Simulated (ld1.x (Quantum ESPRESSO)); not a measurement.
# Ranking TM potentials for hafnium (Hf)

All share these settings but for the change named:

* Element: hafnium (Hf)
* Generator: ld1.x (Quantum ESPRESSO) 7.5
* Type: norm-conserving Troullier–Martins (Kleinman–Bylander form)
* Functional: PBE
* Relativity: scalar-relativistic
* Frozen core: [Xe] 4f14
* Valence charge: 4
* Reference configuration: 5d2 6s1.5 6p0 (charge +0.5)
* Partial waves: 6s (bound): rc 2.45 bohr; 6p (bound, empty): rc 3.90 bohr; 5d (bound): rc 2.95 bohr
* Local potential: all-electron potential smoothed inside 3.65 bohr (lloc = -1)
* Core correction: a·sin(br)/r model core inside 1.60 bohr

Cutoff: the first of the cutoffs (Ry, on a coarse ladder) from which the occupation-weighted sum of valence levels, in a spherical-Bessel basis at the reference potential, stays within 10 and 1 mRy of its value at 400 Ry; the density cutoff is not measured.

The base gives 18 Ry.

Of 10 variants that were run, those that failed, showed a ghost or another fault, or gave nearly equal values are left out.

A variant can come out equal or close to the base.

Task: Rank these variants from softest to hardest (loose cutoff).
A. all radii but the core radius scaled by about 1.36 (s 3.34, p 5.32, d 4.02 bohr); local potential all-electron potential smoothed inside 4.98 bohr (lloc = -1)
B. wave 5d (bound): rc 2.95 bohr becomes 5d (bound): rc 2.30 bohr
C. wave 6p (bound): rc 3.90 bohr becomes 6p (bound): rc 5.26 bohr

Result: A (12 Ry), C (18 Ry), B (21 Ry).
